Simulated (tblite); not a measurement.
2,2-dimethoxyacetaldehyde, C4H8O3.
Bonds: C1–O2, O2–C3, C3–C4, C4–O5 (double), C3–O6, O6–C7. Hydrogens: H8, H9, H10 on C1; H11 on C3; H12 on C4; H13, H14, H15 on C7.

Computed with GFN2-xTB (tblite), gas phase: Langevin dynamics at 300 K from the optimised GFN2-xTB geometry, time step 0.5 fs, friction 0.01 fs⁻¹, 2000 steps. The instantaneous temperature is 2·E(kin)/(3Nk) with all 3N coordinates.

```tsv
t (fs)	T (K)	E(pot) above start (eV)	C1–O2 (Å)	O2–C3 (Å)	C3–C4 (Å)	C4=O5 (Å)	C3–O6 (Å)	C1–H8 (Å)	C1–O2–C3–C4 (°)
0	239	0.000	1.416	1.380	1.524	1.197	1.420	1.096	178
25	123	0.321	1.406	1.398	1.510	1.192	1.449	1.080	176
50	186	0.290	1.410	1.385	1.505	1.184	1.435	1.096	179
75	164	0.292	1.449	1.396	1.513	1.200	1.409	1.092	179
100	125	0.333	1.465	1.386	1.562	1.198	1.382	1.087	-179
125	168	0.280	1.427	1.385	1.516	1.173	1.425	1.096	-176
150	161	0.366	1.395	1.395	1.498	1.204	1.427	1.142	-173
175	158	0.418	1.417	1.405	1.523	1.200	1.406	1.144	179
200	220	0.417	1.427	1.403	1.477	1.190	1.442	1.085	175
225	272	0.384	1.405	1.346	1.490	1.212	1.405	1.084	174
250	236	0.499	1.405	1.355	1.609	1.209	1.406	1.137	172
275	348	0.365	1.399	1.390	1.510	1.195	1.416	1.112	178
300	251	0.624	1.418	1.406	1.466	1.210	1.463	1.076	180
325	252	0.529	1.401	1.432	1.528	1.192	1.447	1.074	175
350	360	0.419	1.411	1.356	1.515	1.195	1.376	1.122	165
375	301	0.516	1.456	1.374	1.526	1.211	1.487	1.130	155
400	271	0.497	1.459	1.377	1.579	1.225	1.423	1.088	148
425	279	0.554	1.406	1.385	1.545	1.188	1.405	1.069	153
450	282	0.466	1.420	1.422	1.513	1.192	1.388	1.086	166
475	341	0.399	1.440	1.418	1.495	1.233	1.431	1.097	-179
500	290	0.412	1.420	1.369	1.595	1.170	1.459	1.083	-163
525	306	0.506	1.396	1.331	1.521	1.201	1.413	1.103	-155
550	358	0.424	1.447	1.378	1.510	1.219	1.388	1.117	-165
575	334	0.409	1.436	1.401	1.534	1.174	1.411	1.093	-178
600	310	0.473	1.380	1.377	1.555	1.199	1.429	1.067	177
625	336	0.463	1.387	1.381	1.554	1.198	1.395	1.118	-178
650	366	0.383	1.476	1.381	1.522	1.208	1.417	1.141	-178
675	302	0.512	1.468	1.325	1.478	1.210	1.421	1.109	-177
700	304	0.582	1.430	1.343	1.503	1.186	1.447	1.056	180
725	289	0.570	1.404	1.422	1.589	1.202	1.418	1.049	178
750	301	0.560	1.367	1.383	1.527	1.192	1.441	1.121	180
775	370	0.414	1.439	1.407	1.466	1.210	1.396	1.169	-178
800	303	0.498	1.477	1.373	1.529	1.185	1.406	1.152	180
825	279	0.614	1.403	1.350	1.640	1.203	1.418	1.117	173
850	339	0.631	1.360	1.389	1.561	1.186	1.383	1.056	161
875	199	0.718	1.413	1.413	1.511	1.186	1.412	1.026	152
900	306	0.752	1.413	1.416	1.493	1.226	1.445	1.082	153
925	416	0.643	1.428	1.393	1.583	1.176	1.425	1.156	160
950	374	0.724	1.476	1.414	1.619	1.203	1.437	1.147	172
975	352	0.497	1.459	1.342	1.495	1.238	1.398	1.108	-174
1000	369	0.515	1.428	1.392	1.476	1.184	1.459	1.114	-168
```

**Question.** From 500 fs on, how do temperature and potential energy compare with equipartition?

**Answer.** The mean temperature of these 21 frames is 324 K against the target 300 K, and the mean potential energy 0.54 eV against 39 × kT/2 = 0.50 eV for 39 classical harmonic modes. For 15 atoms in a canonical ensemble the temperature itself scatters by T·√(2/(3N)) = 63 K; here its standard deviation is 45 K. The whole run lasts only 10 friction times of 100 fs, so these averages carry a wide statistical error.

**Question.** What are the kinetic and total energies of the listed frame with the highest potential energy?

**Answer.** The one at 900 fs, 0.752 eV above the start. Its kinetic energy is 3NkT/2 = 0.593 eV at 306 K, so the sum is 1.35 eV; over the listed frames the sum runs from 0.46 to 1.45 eV, since the thermostat adds and removes energy.

**Question.** How much do the listed bonds fluctuate from 500 fs on?

**Answer.** 
| bond | at the start (Å) | mean (Å) | standard deviation (Å) |
| --- | --- | --- | --- |
| C1–O2 | 1.416 | 1.424 | 0.034 |
| O2–C3 | 1.380 | 1.380 | 0.028 |
| C3–C4 | 1.524 | 1.536 | 0.047 |
| C4=O5 | 1.197 | 1.198 | 0.017 |
| C3–O6 | 1.420 | 1.420 | 0.022 |
| C1–H8 | 1.096 | 1.104 | 0.038 |

The motion is classical and holds no zero-point motion.

What follows is the cost of the whole dynamics run. Hardware: Arm Neoverse V1, one thread, shared host with 32 logical CPUs at a one-minute load of 15. Cost: 9.7 s, 0.18 GiB resident at most.
